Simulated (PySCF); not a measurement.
A species of formula C7H9ClSi has this rotational fingerprint, computed with PBE0/pcSseg-1 in PySCF (dipole) on a GFN2-xTB geometry, gas phase:

* Rotational constants: A = 1911, B = 813.2, C = 711.2 MHz
* Dipole components: |μa| = 0.47 D, |μb| = 1.29 D, |μc| = 1.30 D
* Inertial defect: -175.38 u·Å²
* κ: -0.83

Question: Which structure is it? (One computed conformer of each.)
A. `[CH2:1]=[C:2]([CH3:3])[C:4]1=[CH:5][CH:6]=[C:7]([Cl:8])[SiH2:9]1` with C1–C2–C4–C5 179°
B. `C[C@@H]1[SiH2]C=C1C#CCCl`
C. `[CH:1]#[C:2][C@@H:3]1[CH:4]=[CH:5][C@@H:6]([Cl:7])[SiH2:8][CH2:9]1` with C2–C3–C4–C5 -179°, C4–C5–C6–Cl7 -73°, C5–C6–Si8–C9 -31°, C6–Si8–C9–C3 -15°
D. `[CH:1]#[C:2][C@@H:3]1[CH:4]=[CH:5][C@H:6]([Cl:7])[C@H:8]1[SiH3:9]` with C2–C3–C4–C5 -134°, C4–C5–C6–Cl7 133°, C5–C6–C8–Si9 -144°, C2–C3–C8–C6 141°

Answer: C. It is C#C[C@@H]1C=C[C@@H](Cl)[SiH2]C1, an asymmetric top, point group C1. The candidates at the same level (rigid rotor, commonest isotopes):

```
                            SMILES  A (MHz)  B (MHz)  C (MHz)  μa (D)  μb (D)  μc (D)  Δ (u·Å²)  point group                        rotor
   C#C[C@@H]1C=C[C@@H](Cl)[SiH2]C1     1911    813.2    711.2    0.47    1.29    1.30   -175.38           C1               asymmetric top
C#C[C@@H]1C=C[C@H](Cl)[C@H]1[SiH3]     1429    902.7    678.9    1.28    0.15    1.33   -168.99           C1               asymmetric top
          C[C@@H]1[SiH2]C=C1C#CCCl     3094    435.8    392.2    0.82    1.24    0.24    -34.24           C1  near-prolate asymmetric top
          C=C(C)C1=CC=C(Cl)[SiH2]1     3179    610.0    516.6    1.90    0.48    0.00     -9.15           Cs  near-prolate asymmetric top
```

`C#C[C@@H]1C=C[C@H](Cl)[C@H]1[SiH3]` has A 25 % too low; `C[C@@H]1[SiH2]C=C1C#CCCl` has A 62 % too high; `C=C(C)C1=CC=C(Cl)[SiH2]1` has A 66 % too high. No structure here is proved a minimum.
